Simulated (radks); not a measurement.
Ca18+, configuration [He].

Method: non-relativistic Kohn-Sham, BLYP, spin-polarised, spherical densities, point nucleus; computed with a radial shooting solver on a logarithmic mesh with Libxc functionals.

Energy parts (Ry):
total: -775.12408
kinetic: 775.02375
electron-nucleus: -1574.77920
Hartree: 49.07212
exchange-correlation: -24.44075

Orbitals (lengths in bohr, moments of r in powers of bohr; r(90%) holds 90 % of the orbital's charge):
1s: occ. 2; eigenvalue (Ry) -366.3300; <r> 0.07653; r(90%) 0.136

The highest occupied level is 1s at -4984.2 eV. Virial ratio -V/T = 2.00013. The density falls to 0.001 e/bohr^3 at r = 0.40 bohr.
